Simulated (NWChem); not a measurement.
Molecule: C₄H₅Cl; SMILES ClC1=CCC1

```xyz
10

Cl    -0.0003    -1.7905     0.0000
C     -0.0595    -0.0534     0.0000
C     -1.0632     0.8307     0.0000
C     -0.1026     2.0121     0.0000
C      1.0630     0.9560     0.0000
H     -2.1443     0.7518     0.0000
H     -0.1359     2.6472    -0.8927
H     -0.1359     2.6472     0.8927
H      1.6969     0.9601    -0.8932
H      1.6969     0.9601     0.8932
```
Atoms are numbered in this order, from 1.

Program: NWChem. Structure relaxed at the B3LYP/6-31G* (spherical d) level. Total energies compare along this basis series because the functional is fixed.

| level | basis functions | energy (Ha) | highest occupied level (eV) | orbital gap (eV) | dipole (D) |
|---|---|---|---|---|---|
| PBE/cc-pVDZ | 99 | -615.1959 | (withheld) | (withheld) | (withheld) |
| PBE/aug-cc-pVDZ | 164 | -615.2078 | -5.99 | 5.03 | 1.79 |
| PBE/cc-pVTZ | 224 | -615.2574 | -5.95 | 5.10 | 1.71 |

Task: Fill in the missing entries.

Result: 
- PBE/cc-pVDZ, highest occupied level (eV): -5.83
- PBE/cc-pVDZ, orbital gap (eV): 5.17
- PBE/cc-pVDZ, dipole (D): 1.65
